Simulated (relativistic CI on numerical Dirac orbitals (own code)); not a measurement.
What each ingredient does to the levels of La II

Base calculation: Dirac-Coulomb-Breit CI, separate exchange-only KLI orbitals for each configuration, model QED, valence Slater integrals scaled by 0.85, P86 correlation energy added to each configuration.

Configuration list (outside the closed core [Xe]): 5d², 5d6s, 6s², 4f6s, 5d4f, 5d6p, 6s6p, 4f², 5d5f, 4f6p, 5d7s, 5d5g, 5d6d, 5d7p, 4f5f, 5d8s, 6p², 5d7d, 5d8p, 4f5g, 5d6f, 5f², 5d8d, 5f6s, 5g², 5g6s. Levels of other configurations are missing.

The lowest level and the first level of each name with at least 55 % of one term (blank where a level has no safe partner in the second run):

| Level | Base (cm⁻¹) | Shift (cm⁻¹) |
| --- | --- | --- |
| 5d² ³F2 | 0.0 | 0.0 |
| 5d² ³F3 | 684.9 | +0.8 |
| 5d² ³F4 | 1405.7 | -6.7 |
| 5d² ¹D2 | 1564.5 | -37.4 |
| 5d6s ³D1 | 3109.2 | -255.0 |
| 5d6s ³D2 | 3554.8 | -243.3 |
| 5d6s ³D3 | 4148.0 | -234.5 |
| 5d² ³P0 | 5356.3 | -498.7 |
| 5d² ³P1 | 5637.2 | -493.5 |
| 5d² ³P2 | 6028.4 | -494.1 |
| 5d² ¹G4 | 8221.2 | -812.1 |
| 6s² ¹S0 | 8596.7 | -79.1 |
| 5d6s ¹D2 | 11218.5 | -927.0 |
| 5d² ¹S0 | 18246.9 | -1168.2 |

Correlation outside the listed configurations is missing or only estimated: errors of thousands of cm⁻¹ between configurations and terms are usual at this charge. Rates and lifetimes follow the computed energies and can be off by large factors. The fine structure of a lone outer electron comes out too small, for d and f at times inverted, and misplaced configurations move strength between like terms. 34 of the 50 excited levels that our extract of the measured tables holds in this range could be paired (the sources list more); they are missed by 3691 cm⁻¹ on average and 9299 at most, and levels without a partner can miss by more. Some levels of the ground configuration have no partner and can miss by 10 % or more.

Problem. One thing was changed in a second run, which moved the levels as shown. Which?
A. Breit term removed
B. QED terms removed
C. valence Slater integrals scaled by 0.75
D. no correlation estimate
E. configuration mixing switched off
F. only the first 3 configurations

Solution. C. Valence Slater integrals scaled by 0.75. Scaling acts on the splittings between terms and on the mixing, and leaves the fine structure of pure LS terms nearly alone; in jj coupling it moves the levels of one term differently.

LS names give the leading component of a level, which can be under half, so a name can repeat, a term be missing and a line seem to break the LS rules.
